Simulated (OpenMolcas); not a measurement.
An OpenMolcas run meant for Mo3+ (ANO-RCC-VQZP, DKH2; inactive shells 1s 2s 2p 3s 3p 3d 4s 4p; intended active space 3 electrons in 10 orbitals (4d 5d)). One step of its input:

```
&CASPT2
Multistate=10 1 2 3 4 5 6 7 8 9 10
Frozen=28 26
IPEA=0.25
Imaginary=0.1
MaxIter=60
WThr=0.0 0.3 0.05
PrWF=0.5
NoMix
```

Lines from the output:

```
|       MOLCAS_SOURCE = <dir>
  |    MOLCAS_STRUCTURE = 0
  |
   --------------------------------------------------------------------------------------
++ ---------   Input file   ---------
>>> COPY JOB001 $Project.JobIph
&CASPT2
Multistate=10 1 2 3 4 5 6 7 8 9 10
Frozen=28 26
IPEA=0.25
Imaginary=0.1
MaxIter=60
WThr=0.0 0.3 0.05
PrWF=0.5
NoMix
-- ----------------------------------
>>> COPY JOB001 a.JobIph
*** symbolic link created: INPORB -> a.RasOrb
--- Start Module: caspt2 at  ---
()()()()()()()()()()()()()()()()()()()()()()()()()()()()()()()()()()()()()()()()()()()()()()()()()()
                                              &CASPT2
                                   only a single process is used
                       available to each process: 2.3 GB of memory, 1 thread
()()()()()()()()()()()()()()()()()()()()()()()()()()()()()()()()()()()()()()()()()()()()()()()()()()
 ###    WARNING: User changed nr of frozen orbitals.                         ###
 ###    ERROR: Too many frozen orbitals!                                     ###
--- Stop Module: caspt2 at  /rc=_RC_INPUT_ERROR_ ---
.####################.
.# User input error #.
.####################.
```

Question: What is wrong with the input?

Answer: More orbitals are frozen than there are inactive ones.
